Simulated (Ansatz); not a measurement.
Ansatz (a program for electronic structure) job for MoOF3, SMILES [F][Mo+]([F])(=[O])[F], charge +1, multiplicity 1, PBE/def2-SVPD. Coordinates come from a r2SCAN-D4/def2-SVP optimisation. The spin state was assumed, not searched. The isomer is the one that the SMILES or the coordinates give; other isomers of the formula were not compared. The def2 effective core potentials stand for the cores of Mo; spin–orbit coupling is left out.

Ansatz 0.2 input:
```yaml
crystal:
  periodic: [false, false, false]
  atoms:
    - {symbol: Mo, position_ang: [0.00000000, -0.00000000, -0.00537123]}
    - {symbol: O, position_ang: [0.00000000, -0.00000000, -1.63910453]}
    - {symbol: F, position_ang: [-1.47975787, 0.85433861, 0.49401585]}
    - {symbol: F, position_ang: [1.47975787, 0.85433861, 0.49401585]}
    - {symbol: F, position_ang: [0.00000000, -1.70867721, 0.49401585]}
basis:
  gaussian:
    orbitals: def2-SVPD
hamiltonian:
  xc: {name: PBE}
total_charge: 1
```

Log of the run:

```
WARN ansatz: RAYON_NUM_THREADS=1 ignored (pool sized by the plan → 1); use --threads N
Functional definition: PBE
integrals: 0.05 GiB planned
1046 factors; their error is unknown
mean field: 0.39 GiB planned
mean field evaluation 1: about -12006.2860 eV, gradient 1.3e2 eV
mean field evaluation 2: about -11688.9625 eV, gradient 3.7e2 eV
mean field evaluation 4: about -12009.9669 eV, gradient 1.2e2 eV
mean field evaluation 8: about -12033.7013 eV, gradient 4.3e0 eV
mean field evaluation 16: about -12033.7003 eV, gradient 4.0e-3 eV
mean field -12033.70028148 eV, -442.2303286092 hartree, gradient 4.5e-5 eV, S^2 0.000000; 0 other end points of the search recorded, 0 dependent functions left out
reference -12033.70034228 eV, -442.2303308437 hartree; 24, 24 occupied and 102, 102 virtual orbitals, 1046 factors
Total energy: -12033.70034228 eV, -442.2303308437 hartree
```

The run converged.
